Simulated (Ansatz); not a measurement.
C$_{2}$H$_{6}$Mg (SMILES [CH3][Mg][CH3]), singlet, at a GFN2-xTB geometry (such geometries of metal compounds can be far from the true shape). Base run: HF/6-31G* (Ansatz, a program for electronic structure).

The Ansatz input:
Ansatz 0.2 input:
```yaml
crystal:
  periodic: [false, false, false]
  atoms:
    - {symbol: Mg, position_ang: [-0.01819889, 0.66989224, 0.10834056]}
    - {symbol: C, position_ang: [1.43542092, -0.14320832, -1.21160084]}
    - {symbol: H, position_ang: [1.86730763, -1.00768391, -0.70053360]}
    - {symbol: H, position_ang: [2.25335339, 0.50190837, -1.53163332]}
    - {symbol: H, position_ang: [0.92848128, -0.51145758, -2.10691079]}
    - {symbol: C, position_ang: [-1.41524937, -0.59434568, 1.09173900]}
    - {symbol: H, position_ang: [-1.51373670, -1.46845797, 0.44255515]}
    - {symbol: H, position_ang: [-2.41245308, -0.18855395, 1.26350581]}
    - {symbol: H, position_ang: [-1.02559520, -0.93913775, 2.05210105]}
basis:
  gaussian:
    orbitals: 6-31G*
hamiltonian:
  xc: hf
```

The bond that is stretched is that between atoms 8 and 6. A test that says stable can miss a lower solution.

Each row names what was changed in the base input (with any setting that the change needs).

| change | ΔE vs base (kcal/mol) | <S^2> | stability test says |
|---|---|---|---|
| base | 0.000 | 0.000 | minimum (restricted orbitals) |
| spin_polarized = on; lower_state_search = off | 0.000 | 0.000 | undecided (no full test) |
| spin_polarized = on; lower_state_search = standard | 0.000 | 0.000 | minimum |
| bond × 1.25 | 19.01 | 0.000 | minimum (restricted orbitals) |
| spin_polarized = on; lower_state_search = off; bond × 1.25 | 19.01 | 0.000 | undecided (no full test) |
| spin_polarized = on; lower_state_search = standard; bond × 1.25 | 19.01 | 0.000 | minimum |
| bond × 1.5 | 50.00 | 0.000 | minimum (restricted orbitals) |
| spin_polarized = on; lower_state_search = off; bond × 1.5 | 50.00 | 0.000 | undecided (no full test) |
| spin_polarized = on; lower_state_search = standard; bond × 1.5 | 50.00 | 0.000 | minimum |
| bond × 1.8 | 84.3 | 0.000 | minimum (restricted orbitals) |
| spin_polarized = on; lower_state_search = off; bond × 1.8 | 84.3 | 0.000 | undecided (no full test) |
| spin_polarized = on; lower_state_search = standard; bond × 1.8 | 73.2 | 0.612 | minimum |
| bond × 2.2 | 120.4 | 0.000 | minimum (restricted orbitals) |
| spin_polarized = on; lower_state_search = off; bond × 2.2 | 120.4 | 0.000 | undecided (no full test) |
| spin_polarized = on; lower_state_search = standard; bond × 2.2 | 82.4 | 0.904 | minimum |
| bond × 3.0 | 167.3 | 0.000 | minimum (restricted orbitals) |
| spin_polarized = on; lower_state_search = off; bond × 3.0 | 167.3 | 0.000 | undecided (no full test) |
| spin_polarized = on; lower_state_search = standard; bond × 3.0 | 85.3 | 1.016 | minimum |

Where a bond breaks into two radicals, a solution with restricted orbitals usually stops being the lowest and lies too high; an unrestricted one lies lower at the price of spin contamination, which <S^2> shows.
